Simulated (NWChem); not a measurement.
System: CdHSeBr; SMILES [SeH][Cd][Br]

```xyz
4

Cd     0.0083    -0.0103     0.0000
Br     0.0059    -2.4293     0.0000
Se     0.0248     2.4424     0.0000
H     -1.4485     2.4791     0.0000
```
Atoms are numbered in this order, from 1.

Program: NWChem. Coordinates come from a PBE0/def2-SVP (def2 core potentials past Kr) optimisation.

For level PBE/STO-3G, non-relativistic:

```yaml
highest occupied level (eV): -2.42
orbital gap (eV): 4.70
dipole (D): 0.90
```

Q: How do the values read with level PBE/3-21G, non-relativistic instead?

A: 
| Quantity | Value |
|---|---|
| highest occupied level (eV) | -5.85 |
| orbital gap (eV) | 3.37 |
| dipole (D) | 1.25 |
